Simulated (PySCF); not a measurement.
Isomers of C2H15NOSi4, one GFN2-xTB conformer each. Single-point energies are computed at PBE0/pcSseg-1 (PySCF, gas phase, no added dispersion term), electronic only.

Question: Rank them by PBE0/pcSseg-1 energy, lowest first (kJ/mol).
A. `[CH3:1][O:2][CH2:3][SiH2:4][SiH2:5][N:6]([SiH3:7])[SiH3:8]` with C1–O2–C3–Si4 174°, O2–C3–Si4–Si5 -34°, C3–Si4–Si5–N6 -164°, Si4–Si5–N6–Si7 120°
B. `[CH3:1][SiH2:2][SiH2:3][Si@:4]([CH3:5])([OH:6])[SiH2:7][NH2:8]` with C1–Si2–Si3–Si4 -58°, Si2–Si3–Si4–C5 161°, Si3–Si4–O6–H 177°, Si3–Si4–Si7–N8 57°, Si4–Si7–N8–H -43° and 179°
C. `[CH3:1][CH2:2][SiH2:3][O:4][Si@@H:5]([NH2:6])[SiH2:7][SiH3:8]` with C1–C2–Si3–O4 -56°, C2–Si3–O4–Si5 23°, Si3–O4–Si5–N6 -51°, O4–Si5–N6–H 179° and -42°, O4–Si5–Si7–Si8 80°

Answer: C (0.0), B (60.7), A (230.4).

As drawn, the lowest has an N–H bond and an Si–O bond, which the highest lacks. GFN2-xTB itself gives, in the same order: 0.0, 213.9, 134.9. Both levels put the same isomer lowest; measured from each level's own lowest isomer, the values differ by up to 153.2 kJ/mol (C[SiH2][SiH2][Si@](C)(O)[SiH2]N: 213.9 against 60.7).

Which frontier levels, dipoles and rotational constants go with these structures?

```
                         SMILES  HOMO (eV, PBE0/pcSseg-1)  LUMO (eV)  dipole (D)       A, B, C (MHz)
CC[SiH2]O[Si@@H](N)[SiH2][SiH3]                     -7.34      -0.38        2.15  1360, 499.6, 471.1
C[SiH2][SiH2][Si@](C)(O)[SiH2]N                     -7.10      -0.70        1.34  1169, 606.0, 508.2
 COC[SiH2][SiH2]N([SiH3])[SiH3]                     -7.10      -0.44        1.81  1770, 438.5, 403.3
```
